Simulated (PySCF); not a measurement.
Isomers of C4H6O2Si, mass 114.014 u with the commonest isotopes. Method used: CAM-B3LYP/def2-SVPD in PySCF (dipole) on a GFN2-xTB geometry, gas phase. One conformer each, none proved a minimum here; rigid rotors.

Problem. Order these by rotational constant B, largest first.
A. `[CH:1]#[C:2][SiH2:3][O:4][C:5]([CH3:6])=[O:7]` with C2–Si3–O4–C5 180°, Si3–O4–C5–C6 180°
B. `[SiH3:1][O:2][c:3]1[cH:4][cH:5][o:6][cH:7]1` with Si1–O2–C3–C4 0°
C. `[O:1]=[C:2]1[CH2:3][CH2:4][C:5](=[O:6])[SiH2:7]1` with O1–C2–C3–C4 154°, C2–C3–C4–C5 36°, C3–C4–C5–O6 153°, C4–C5–Si7–C2 11°

Solution. C (1809 MHz), B (1265 MHz), A (1139 MHz).

Problem. Order these by rotational constant A, largest first.
A. `[O:1]=[C:2]1[CH2:3][CH2:4][C:5](=[O:6])[SiH2:7]1` with O1–C2–C3–C4 154°, C2–C3–C4–C5 36°, C3–C4–C5–O6 153°, C4–C5–Si7–C2 11°
B. `[CH:1]#[C:2][SiH2:3][O:4][C:5]([CH3:6])=[O:7]` with C2–Si3–O4–C5 180°, Si3–O4–C5–C6 180°
C. `[SiH3:1][O:2][c:3]1[cH:4][cH:5][o:6][cH:7]1` with Si1–O2–C3–C4 0°

Solution. C (7631 MHz), B (5578 MHz), A (3944 MHz).

Problem. Order these by rotational constant C, largest first.
A. `[CH:1]#[C:2][SiH2:3][O:4][C:5]([CH3:6])=[O:7]` with C2–Si3–O4–C5 180°, Si3–O4–C5–C6 180°
B. `[O:1]=[C:2]1[CH2:3][CH2:4][C:5](=[O:6])[SiH2:7]1` with O1–C2–C3–C4 154°, C2–C3–C4–C5 36°, C3–C4–C5–O6 153°, C4–C5–Si7–C2 11°
C. `[SiH3:1][O:2][c:3]1[cH:4][cH:5][o:6][cH:7]1` with Si1–O2–C3–C4 0°

Solution. B (1295 MHz), C (1099 MHz), A (962.2 MHz).

```tsv
SMILES	point group	Ia (u·Å²)	Ib (u·Å²)	Ic (u·Å²)	κ	μa (D)	μb (D)	μc (D)
O=C1CCC(=O)[SiH2]1	–	128.14	279.34	390.12	-0.61	0.00	0.93	0.06
[SiH3]Oc1ccoc1	Cs	66.23	399.45	459.97	-0.95	0.73	1.16	0.00
C#C[SiH2]OC(C)=O	Cs	90.60	443.80	525.22	-0.92	1.25	1.98	0.00
```
